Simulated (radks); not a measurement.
Results of a calculation; reference values are marked as such.
Problem. The mean radii <r> (bohr) of the occupied orbitals of an atom or ion are listed with their occupations. Level of theory: scalar-relativistic Kohn-Sham, PBE, spin-polarised, spherical densities, finite nucleus; Fermi nuclear charge, rms radius of each element as measured or else 0.836 A^(1/3) + 0.57 fm (a radial shooting solver on a logarithmic mesh with Libxc functionals).

| orbital | occ. | <r> |
|---|---|---|
| 1s down | 1 | 0.01966 |
| 1s up | 1 | 0.01966 |
| 2s up | 1 | 0.08334 |
| 2s down | 1 | 0.08334 |
| 2p up | 3 | 0.07414 |
| 2p down | 3 | 0.07414 |
| 3s up | 1 | 0.2167 |
| 3s down | 1 | 0.2167 |
| 3p up | 3 | 0.2162 |
| 3p down | 3 | 0.2161 |
| 3d up | 5 | 0.1961 |
| 3d down | 5 | 0.1960 |
| 4s up | 1 | 0.4859 |
| 4s down | 1 | 0.4861 |
| 4p up | 3 | 0.5146 |
| 4p down | 3 | 0.5149 |
| 4d up | 5 | 0.5504 |
| 4d down | 5 | 0.5509 |
| 5s up | 1 | 1.060 |
| 5s down | 1 | 1.064 |
| 4f up | 7 | 0.6270 |
| 4f down | 4 | 0.6304 |

Name the element and its charge. Open shells, if any, are filled with parallel spins first.

Solution. Z = 70, ytterbium, charge +11: Yb11+ in [Kr] 4d10 4f11 5s2. The 1s radius gives Z: for a bare nucleus <r> = (2 gamma + 1)/(2Z) with gamma = sqrt(1 - (Z/c)^2), 0.01942 bohr for Z = 70, and screening makes it slightly larger (0.01966 here). The occupations add up to 59, and the charge is Z minus that.
